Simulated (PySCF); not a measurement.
Job for PySCF: R-B3LYP/LANL2DZ on C2H6S (SMILES CCS), a point of a torsion scan.

```python
from pyscf import gto, scf, dft, mp
from pyscf.data.elements import chemcore

mol = gto.M(
    atom='''
    C    -0.79417403    0.49864909    0.12787428
    C     0.10809237   -0.69991631   -0.07781354
    S     1.80793980   -0.41800888    0.55818701
    H    -1.77364855    0.29621915   -0.30177742
    H    -0.38008378    1.38011174   -0.35783968
    H    -0.92094140    0.70921792    1.18846327
    H    -0.28508564   -1.57925493    0.43430805
    H     0.22816860   -0.93049326   -1.13580509
    H     1.49534608    0.58285084    1.37593623
    ''',
    basis='lanl2dz',
    ecp={'S': 'lanl2dz'},
    charge=0, spin=0, verbose=3, max_memory=1800)
mf = dft.RKS(mol, xc='b3lyp')
mf.conv_tol = 1e-8
mf.max_cycle = 100
mf.kernel()
if not mf.converged:
    mf = mf.newton().run(mf.mo_coeff, mf.mo_occ)
```

Program output:

```
converged SCF energy = -89.9032564225732
```

The calculation finished and met its thresholds.

Cost: very roughly 1.1 core-seconds.
